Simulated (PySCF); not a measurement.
**Relaxation of singlet VO₂(OH)**

All numbers come from PBE0 in PySCF with V def2-TZVP, O def2-TZVP, H def2-TZVP; no relativity; density-fitted integrals. A (50,194) grid was used.

A start displaced from a saddle point along its imaginary mode, with no symmetry imposed:

```xyz
5
charge 0 multiplicity 1, angstrom
V     0.0173    0.0312    0.1071
O     1.5939    0.1101   -0.1196
O    -0.7002    1.4359   -0.1145
O    -0.8360   -1.5405   -0.0913
H    -1.7890   -1.6636   -0.2500
```

Optimiser trace:
```json
{"step": "0", "E − E(last) (kJ/mol)": "3.11", "largest gradient (Eh/bohr)": "0.01870"}
{"step": "1", "E − E(last) (kJ/mol)": "0.69", "largest gradient (Eh/bohr)": "0.00471"}
{"step": "2", "E − E(last) (kJ/mol)": "0.35", "largest gradient (Eh/bohr)": "0.00111"}
{"step": "3", "E − E(last) (kJ/mol)": "0.32", "largest gradient (Eh/bohr)": "0.00586"}
{"step": "4", "E − E(last) (kJ/mol)": "0.28", "largest gradient (Eh/bohr)": "0.00354"}
{"step": "5", "E − E(last) (kJ/mol)": "0.22", "largest gradient (Eh/bohr)": "0.00304"}
{"step": "6", "E − E(last) (kJ/mol)": "0.06", "largest gradient (Eh/bohr)": "0.00081"}
{"step": "7", "E − E(last) (kJ/mol)": "0.04", "largest gradient (Eh/bohr)": "0.00099"}
{"step": "8", "E − E(last) (kJ/mol)": "0.02", "largest gradient (Eh/bohr)": "0.00046"}
{"step": "9", "E − E(last) (kJ/mol)": "0.01", "largest gradient (Eh/bohr)": "0.00069"}
{"step": "10", "E − E(last) (kJ/mol)": "0.00", "largest gradient (Eh/bohr)": "0.00055"}
{"step": "11", "E − E(last) (kJ/mol)": "0.00", "largest gradient (Eh/bohr)": "0.00015"}
```

It ends at C1 with O–H 0.961 Å, V–O 1.577 Å (×2), V–O 1.784 Å; H–O–V 123.5°, O–V–O 112.6°, O–V–O 117.4°, O–V–O 119.3° (after a last refinement on a finer grid). A frequency run shows a minimum.

The relaxation took roughly 4 core-minutes on a shared host.
